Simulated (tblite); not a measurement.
Compound: C₄H₆N₂OSi.
Cartesian coordinates in Å at the GFN2-xTB level; atoms count from 1:
```xyz
14
C4H6N2OSi angstrom
N     -0.1717   -2.2848   -1.8912
C     -0.1841   -1.4236   -1.1372
C     -0.1968   -0.3426   -0.2054
Si     1.6532    0.1232    0.2481
C     -0.7627    0.9225   -0.8289
N     -1.2774    1.9004   -0.2565
C     -0.8596   -0.6894    1.0773
O     -1.0663    0.1095    1.9557
H      1.5510    1.1974    1.2251
H      2.2626    0.5374   -1.0115
H      2.2584   -1.0942    0.7810
H     -0.6912    0.9495   -1.9127
H     -1.3512    1.8408    0.7592
H     -1.1650   -1.7467    1.1747
```

Level: GFN2-xTB in tblite, geometry and Hessian alike; calculated harmonic values, unscaled, isolated species. Against measured fundamentals such values can be off by several per cent, at times by over 20. Modes of hydrogen on silicon can be 10 to 20 % off. One conformer, not necessarily the lowest.

Harmonic wavenumbers (cm⁻¹): 100.4, 106.4, 120.0, 125.9, 156.2, 193.6, 201.4, 235.2, 436.7, 459.8, 522.3, 538.6, 542.2, 552.6, 628.2, 743.7, 747.0, 768.6, 780.6, 848.2, 941.3, 1072.9, 1106.7, 1125.2, 1214.1, 1330.7, 1373.8, 1702.0, 1755.2, 2318.8, 2328.0, 2361.6, 2385.9, 2791.3, 3000.9, 3308.2.

A = 2014, B = 1476, C = 1344 MHz; mass 126.025 u (most abundant isotopes); point group C1, symmetry number 1.

Problem. What is the zero-point energy?

Solution. ½Σν̃ = 19462 cm⁻¹ = 232.82 kJ/mol.

Problem. What is S at 298.15 K and 1 bar for an ideal gas of classical rigid rotors and harmonic oscillators?

Solution. Translation 169.17, rotation 120.40, vibration 114.88: S = 404.5 J/(mol K).

Problem. And Cp and H(298.15 K) − H(0)?

Solution. Cp = 153.50 J/(mol K), of which vibrations give 120.25 (their classical limit is 36 R = 299.3); H(298.15 K) − H(0) = 28.72 kJ/mol without the zero-point energy, 18.80 from vibrations.

Problem. What must be added to the electronic energy to get the Gibbs energy at 298.15 K and 1 bar?

Solution. ZPE + [H(298.15 K) − H(0)] − T·S = 232.82 + 28.72 − 120.59 = 140.95 kJ/mol.

Problem. Which modes carry the vibrational entropy at 298.15 K?

Solution. 100.4 cm⁻¹: 14.42; 106.4 cm⁻¹: 13.95; 120.0 cm⁻¹: 12.97; 125.9 cm⁻¹: 12.58; 156.2 cm⁻¹: 10.86; 193.6 cm⁻¹: 9.18 J/(mol K); the other 30 give 40.92 together.

Hindered rotation and anharmonicity are outside this model. Other conformers, if any are populated, would add a mixing term that is left out. The structure is chiral; the term R ln 2 for an equal mix with its mirror image is left out.
